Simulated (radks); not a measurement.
Values are calculated unless marked as measured or tabulated.
Trend from Rb to Xe: ionisation energy by Delta-SCF between NIST ground configurations, and size. Level of theory: scalar-relativistic Kohn-Sham, PBE, spin-polarised, spherical densities, finite nucleus; open shells are filled with parallel spins first (spin-orbit coupling, left out, can overturn this in heavy ions); Fermi nuclear charge, rms radius of each element as measured or else 0.836 A^(1/3) + 0.57 fm (a radial shooting solver on a logarithmic mesh with Libxc functionals).

species,configuration,IE (eV),NIST (eV),kind,-e(HOMO) (eV),r at 0.001 e/bohr^3 (bohr)
Rb,[Kr] 5s1,4.290,4.177,exp.,2.436 (5s),4.56
Sr,[Kr] 5s2,5.699,5.695,exp.,3.526 (5s),5.26
Zr,[Kr] 4d2 5s2,6.438,6.634,exp.,4.047 (5s),5.07
Nb,[Kr] 4d4 5s1,7.163,6.759,exp.,3.713 (4d),4.75
Mo,[Kr] 4d5 5s1,7.457,7.092,exp.,4.571 (4d),4.63
Tc,[Kr] 4d5 5s2,6.866,7.119,exp.,4.242 (5s),4.76
Ru,[Kr] 4d7 5s1,7.778,7.361,exp.,3.839 (4d),4.47
Rh,[Kr] 4d8 5s1,7.852,7.459,exp.,4.762 (5s),4.39
Pd,[Kr] 4d10,8.949,8.337,exp.,4.048 (4d),4.08
Ag,[Kr] 4d10 5s1,7.946,7.576,exp.,4.734 (5s),4.25
Cd,[Kr] 4d10 5s2,9.045,8.994,exp.,5.659 (5s),4.38
In,[Kr] 4d10 5s2 5p1,5.523,5.786,exp.,2.779 (5p),4.63
Sn,[Kr] 4d10 5s2 5p2,7.309,7.344,exp.,4.157 (5p),4.71
Sb,[Kr] 4d10 5s2 5p3,8.968,8.608,exp.,5.467 (5p),4.66
Te,[Kr] 4d10 5s2 5p4,8.646,9.010,exp.,5.199 (5p),4.61
I,[Kr] 4d10 5s2 5p5,10.553,10.451,exp.,6.749 (5p),4.52
Xe,[Xe],12.359,12.130,exp.,8.235 (5p),4.41

Reference values: NIST Atomic Spectra Database (exp. = measured, semi-emp. = semi-empirical, theory = theoretical value adopted there). Open shells are spherical and high-spin; term and fine-structure splittings are not resolved. Spin-orbit splitting is averaged out at the scalar-relativistic level.
